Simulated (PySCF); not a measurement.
C3H11AsSSi.
Z-matrix (Å and degrees, PBE0-D3(BJ)/def2-SVP geometry), rows numbered from 1:
```
C 
S   1  1.8025
C   2  1.8144  1  100.57
C   3  1.5239  2  114.75  1   -67.07
Si  4  1.9011  3  114.00  2   -49.86
As  5  2.3748  4  112.47  3    87.45
H   1  1.0987  2  106.64  3  -174.85
H   1  1.1007  2  112.33  3    67.14
H   1  1.1006  2  111.16  3   -56.47
H   3  1.1016  2  103.70  1   172.43
H   3  1.1033  2  108.94  1    59.00
H   4  1.1035  3  110.86  2    73.30
H   4  1.1042  3  109.49  2  -170.74
H   5  1.4983  4  108.14  3  -151.20
H   5  1.4956  4  109.83  3   -33.50
H   6  1.5275  5   91.70  4   169.57
H   6  1.5300  5   91.73  4    78.16
```

Computed, not measured: PBE0-D3(BJ)/def2-SVP geometry optimisation, gas phase (PySCF 2.14.0).

Take the most abundant isotopes and a rigid rotor. The values belong to one conformer with, in the numbering `[CH3:1][S:2][CH2:3][CH2:4][SiH2:5][AsH2:6]`, C1–S2–C3–C4 -67°, S2–C3–C4–Si5 -50°, C3–C4–Si5–As6 87°, C4–Si5–As6–H 170° and 78°.

Give the principal moments of inertia and the rotational constants in MHz.

Ia = 251.85, Ib = 564.66, Ic = 723.94 u·Å²; 505379 MHz·u·Å²/I gives A = 2007, B = 895.0, C = 698.1 MHz.

Classify the top.

An asymmetric top. Ray's parameter κ = (2B − A − C)/(A − C) = -0.699; −1 is the prolate and +1 the oblate limit.

What does the inertial defect say?

Not planar: Δ = Ic − Ia − Ib = -92.57 u·Å². For a rigid frame Δ = −2 Σ m c², so Σ m c² = 46.28 u·Å² lies off the ab plane: 15.14 from hydrogen and 31.14 from heavier atoms. The atom farthest from that plane is 1.77 Å away.

Give the coordinates in the principal-axis frame, origin at the centre of mass.

The sense of each axis is arbitrary; atoms in the order of the calculation.
```
atom  mass (u)   a (Å)   b (Å)   c (Å)
  C1    12.000   1.790   1.715  -0.824
  S2    31.972   2.054   0.711   0.649
  C3    12.000   2.374  -0.909  -0.104
  C4    12.000   1.177  -1.528  -0.817
 Si5    27.977  -0.415  -1.548   0.220
 As6    74.922  -1.673   0.454  -0.007
  H7     1.008   1.677   2.753  -0.481
  H8     1.008   0.872   1.434  -1.362
  H9     1.008   2.654   1.659  -1.503
 H10     1.008   2.680  -1.537   0.747
 H11     1.008   3.248  -0.827  -0.771
 H12     1.008   0.975  -1.007  -1.769
 H13     1.008   1.413  -2.570  -1.096
 H14     1.008  -1.243  -2.718  -0.218
 H15     1.008  -0.077  -1.735   1.665
 H16     1.008  -2.867  -0.160   0.722
 H17     1.008  -2.225   0.008  -1.362
```

List the rotational levels J(Ka,Kc) to J = 3 (K).

Above 0(0,0), as E/k:
J = 1: 1(0,1) 0.076, 1(1,1) 0.130, 1(1,0) 0.139
J = 2: 2(0,2) 0.228, 2(1,2) 0.273, 2(1,1) 0.302, 2(2,1) 0.462, 2(2,0) 0.463
J = 3: 3(0,3) 0.453, 3(1,3) 0.488, 3(1,2) 0.544, 3(2,2) 0.691, 3(2,1) 0.697, 3(3,1) 0.982, 3(3,0) 0.982

Which types of transition are allowed, and where do some lines up to J = 3 fall?

The dipole components are |μa| = 0.89 D, |μb| = 0.63 D, |μc| = 1.74 D. The squared components, which scale the intensities, stand as 0.26 : 0.13 : 1.00 (a : b : c). Some of the stronger lines:

```csv
type,branch,"J(Ka,Kc)",MHz,lower level (cm⁻¹)
a,Q,"2(1,1) ← 2(1,2)",591,0.190
c,Q,"2(1,2) ← 2(0,2)",939,0.159
a,R,"2(1,2) ← 1(1,1)",2989,0.090
c,Q,"3(2,2) ← 3(1,2)",3056,0.378
b,Q,"3(2,1) ← 3(1,2)",3173,0.378
b,Q,"2(2,0) ← 2(1,1)",3359,0.210
b,R,"2(1,2) ← 1(0,1)",4101,0.053
b,R,"3(1,3) ← 2(0,2)",5408,0.159
b,R,"2(2,1) ← 1(1,0)",6718,0.097
b,R,"3(2,2) ← 2(1,1)",8114,0.210
c,R,"3(2,1) ← 2(1,1)",8232,0.210
c,R,"3(3,1) ← 2(2,1)",10844,0.321
```

Estimate the classical rotational partition function at 10 K, 50 K and 500 K.

Point group C1, symmetry number σ = 1; q = (√π/σ)·√((kT/h)³/(ABC)), k/h = 20836.6 MHz/K: 4760 at 10 K, 53200 at 50 K, 1680000 at 500 K.

Not checked by PBE0-D3(BJ)/def2-SVP frequencies. No vibrational averaging or centrifugal distortion is included, and the geometry carries the error of its method. A rigid rotor knows nothing of internal rotation, which can split or shift real lines. Quadrupole hyperfine structure (75As) is left out.

Time: 54 s of wall time; peak memory 0.77 GiB. Hardware: one thread, Intel Xeon Platinum 8488C (x86_64), shared host with 96 logical CPUs at a one-minute load of 50. This is the geometry optimisation.
